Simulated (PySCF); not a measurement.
**W(OH)₂ + 2 F₂ → WO₂F₂ + 2 HF**

Level: PBE0 in the def2-SVP basis family, computed in PySCF with density fitting; scalar-relativistic core potentials for atoms from Rb on, none lighter, no spin–orbit coupling; open shells unrestricted.

```
species                                                                              state and structure      E (Eh)  ZPE (kJ/mol)  H(298 K) − H(0) (kJ/mol)  S° (J/(mol K))
 W(OH)₂                                                 triplet, D∞h, O–H 0.957 Å (×2), W–O 1.829 Å (×2)  -218.44497          70.9                      15.5           297.7
     F₂                                                                        singlet, D∞h, F–F 1.376 Å  -199.15566           6.5                       8.7           201.9
  WO₂F₂  singlet, C2v, W–F 1.858 Å (×2), W–O 1.692 Å (×2); F–W–F 115.7°, F–W–O 108.7° (×4), O–W–O 105.9°  -416.79657          29.0                      17.0           322.6
     HF                                                                        singlet, C∞v, H–F 0.920 Å  -100.25837          24.9                       8.7           173.6
```

Question: What is the electronic reaction energy?

Answer: At PBE0/def2-SVP, ΔE = -1462.5 kJ/mol from the differences of the total energies times 2625.5, downhill. 

Question: Add zero-point, thermal and entropy terms for 298.15 K and 1 bar.

Answer: ΔZPE = -5.1 and Δ[H(298) − H(0)] = 1.5 kJ/mol give ΔH° = -1466.1 kJ/mol. ΔS° = -31.7 J/(mol K), so ΔG° = -1466.1 − 298.15 × (-0.0317) = -1457 kJ/mol.

Spin–orbit coupling can matter for W(OH)₂, WO₂F₂ and is left out. Open d or f shells are single determinants, so the state found may not be the ground state. Each species is the lowest minimum found with this bonding; other isomers or fragments can lie lower.
